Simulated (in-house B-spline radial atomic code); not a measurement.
Inner levels of tungsten as electrons are removed. A shift is the extra binding of the orbital against the neutral atom ([Xe] 4f14 5d4 6s2). Computed with an all-electron radial atomic-structure program (B-spline basis): non-relativistic Hartree-Fock, average of the configuration, point nuclei.

This level leaves out relativity, spin-orbit splitting included, which matters for heavy ions.

```
 ion       configuration  shift of 4s (eV)  shift of 3d (eV)  shift of 3s (eV)  radius of 4s (bohr)  radius of 3d (bohr)  radius of 3s (bohr)  Σ<r²> (bohr²)  change of density at nucleus (bohr⁻³)
W13+  [Kr] 4d10 4f13 5s2            244.35             250.4            249.76              0.48575              0.18393                0.219         13.002                                 106.12
W14+  [Kr] 4d10 4f12 5s2            281.36            290.91            290.47              0.48385               0.1839              0.21898         12.281                                 137.78
W15+  [Kr] 4d10 4f11 5s2            319.58             333.2            332.95              0.48184              0.18386              0.21894         11.617                                 171.26
W16+  [Kr] 4d10 4f11 5s1                 ?                 ?                 ?                    ?                    ?                    ?              ?                                      ?
W17+      [Kr] 4d10 4f11            373.24            390.48            389.23              0.48201              0.18381              0.21896         9.2553                                -193.84
W18+      [Kr] 4d10 4f10                 ?                 ?                 ?                    ?                    ?                    ?              ?                                      ?
W19+       [Kr] 4d10 4f9            455.49            483.39            482.38              0.47754               0.1837              0.21886         8.2621                                -159.69
W20+       [Kr] 4d10 4f8            498.16            532.29            531.36              0.47517              0.18362               0.2188         7.8149                                -140.41
W21+       [Kr] 4d10 4f7            541.81            582.77             581.9              0.47274              0.18354              0.21873         7.3957                                -119.68
W22+       [Kr] 4d10 4f6             586.4            634.81            633.97              0.47025              0.18345              0.21865         7.0017                                -97.513
W23+       [Kr] 4d10 4f5            631.92            688.37            687.53              0.46771              0.18334              0.21856         6.6303                                -73.905
W24+       [Kr] 4d10 4f4                 ?                 ?                 ?                    ?                    ?                    ?              ?                                      ?
W25+       [Kr] 4d10 4f3             725.6            800.01            799.05               0.4625               0.1831              0.21834         5.9477                                -22.382
W26+       [Kr] 4d10 4f2            773.73            858.03            856.94              0.45985              0.18296              0.21822         5.6329                                  5.501
W27+       [Kr] 4d10 4f1            822.69             917.5            916.24              0.45718               0.1828              0.21808          5.334                                 34.778
W28+           [Kr] 4d10            872.46             978.4            976.91              0.45449              0.18264              0.21793         5.0496                                 65.484
W29+            [Kr] 4d9             920.6           1038.97           1036.35              0.45212              0.18268              0.21773         4.7587                                 107.07
W30+            [Kr] 4d8            969.29           1100.48           1096.64              0.44977              0.18247              0.21753         4.4767                                 149.81
W31+            [Kr] 4d7           1018.51            1162.9            1157.8              0.44744              0.18225              0.21731         4.2032                                 193.72
W32+            [Kr] 4d6           1068.27           1226.25            1219.8              0.44513              0.18202              0.21709         3.9379                                 238.79
W33+            [Kr] 4d5           1118.57            1290.5           1282.64              0.44283              0.18178              0.21686         3.6803                                 285.03
W34+            [Kr] 4d4           1169.39           1355.65           1346.32              0.44054              0.18154              0.21662         3.4302                                 332.44
```

Task: Fill in the row of W16+.

Result: shift of 4s (eV): 346.18; shift of 3d (eV): 361.55; shift of 3s (eV): 360.81; radius of 4s (bohr): 0.48218; radius of 3d (bohr): 0.18384; radius of 3s (bohr): 0.21895; Σ<r²> (bohr²): 10.412; change of density at nucleus (bohr⁻³): -5.753.

Task: Fill in the row of W18+.

Result: shift of 4s (eV): 413.84; shift of 3d (eV): 436.11; shift of 3s (eV): 434.99; radius of 4s (bohr): 0.47982; radius of 3d (bohr): 0.18376; radius of 3s (bohr): 0.21892; Σ<r²> (bohr²): 8.7409; change of density at nucleus (bohr⁻³): -177.48.

Task: Fill in the row of W24+.

Result: shift of 4s (eV): 678.32; shift of 3d (eV): 743.45; shift of 3s (eV): 742.57; radius of 4s (bohr): 0.46512; radius of 3d (bohr): 0.18322; radius of 3s (bohr): 0.21845; Σ<r²> (bohr²): 6.2796; change of density at nucleus (bohr⁻³): -48.846.
